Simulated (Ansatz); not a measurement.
`C#[C][AlH][OH]` + NH₃ → `[NH2][AlH][OH]` + `C#C` at 500 K and 1 bar (ligand exchange at the Al–C bond).

Computed with Ansatz on PBE0-D4/def2-TZVP structures; ΔE is electronic, products minus reactants. CCSD(T)/CBS is the MP2 limit (def2-TZVPP, def2-QZVPP) plus CCSD(T) − MP2 in def2-TZVPP, frozen cores. This one scheme is used for every species. Each species was taken in one conformer, which may not be the lowest.

```tsv
species	CCSD(T)/CBS energy (Eh)	H − E (kJ/mol)	S (J/(mol·K))
`C#[C][AlH][OH]`	-395.10198	141.2	360.6
NH₃	-56.50880	108.2	211.8
`[NH2][AlH][OH]`	-374.39395	156.1	338.8
`C#C`	-77.22717	90.7	225.3
```

H − E and S are ideal-gas, rigid-rotor, harmonic terms from PBE0-D4/def2-TZVP, for one conformer and one mirror image of each species. 1 Eh = 2625.50 kJ/mol, R = 8.31446 J/(mol·K).

By hand: ΔE, ΔH, ΔS and ΔG.

ΔE = (-374.39395) + (-77.22717) − (-395.10198) − (-56.50880) = -0.01034 Eh = -27.1 kJ/mol. Δ(H − E) = 156.1 + 90.7 − 141.2 − 108.2 = -2.6, so ΔH = -29.7 kJ/mol. ΔS = 338.8 + 225.3 − 360.6 − 211.8 = -8.3 J/(mol·K). ΔG = -29.7 − 500 × (-8.3)/1000 = -25.5 kJ/mol.

By hand: the equilibrium constant, and the temperature at which ΔG would vanish if ΔH and ΔS stayed fixed.

log₁₀ K = −ΔG/(RT ln 10) = 2.7. ΔG = 0 at ΔH/ΔS = 3578 K, far beyond where these terms or the molecules hold.

The number of gas molecules stays the same, so ΔS is small and ΔH decides. A doubt of 5 kJ/mol in ΔE shifts log₁₀ K by 0.5 here. Other conformers and mirror images would add mixing entropy, several J/(mol·K) or more a flexible species. These are equilibria of isolated gas molecules and say nothing of rates. Largest T1 diagnostic: 0.014 (customary marks: 0.02 for closed shells, 0.045 for open ones).
